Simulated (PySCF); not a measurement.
Computed IR spectrum (relative IR intensity) of a molecule C3H9FSi2. Coordinates come from a ωB97X-D3(BJ)/def2-SVP optimisation. One conformer was computed; it need not be the lowest. These are ωB97X-D3(BJ)/def2-SVP (PySCF) values and carry that method's errors. Frequencies are harmonic and unscaled.

Lines under 2 % of the strongest are left out, and lines within 2 cm⁻¹ are merged.

```csv
ν (cm⁻¹),relative intensity
331,4.5
608,2.4
664,6.6
694,33
752,8.2
793,14
848,29
872,7.8
920,100
938,61
959,35
961,6.2
972,70
978,42
987,6.9
1000,86
1204,20
1305,24
1460,2.8
2240,55
2252,39
2263,60
2266,35
2278,66
3139,4.1
3147,4.1
3240,2.4
```

**Question.** Which structure fits?
A) F[C@H]([SiH3])/C=C/[SiH3]
B) F[SiH2]/C=C/C[SiH3]
C) F/C=C(/[SiH3])C[SiH3]
D) F[SiH2]C1([SiH3])CC1

**Answer.** D, F[SiH2]C1([SiH3])CC1
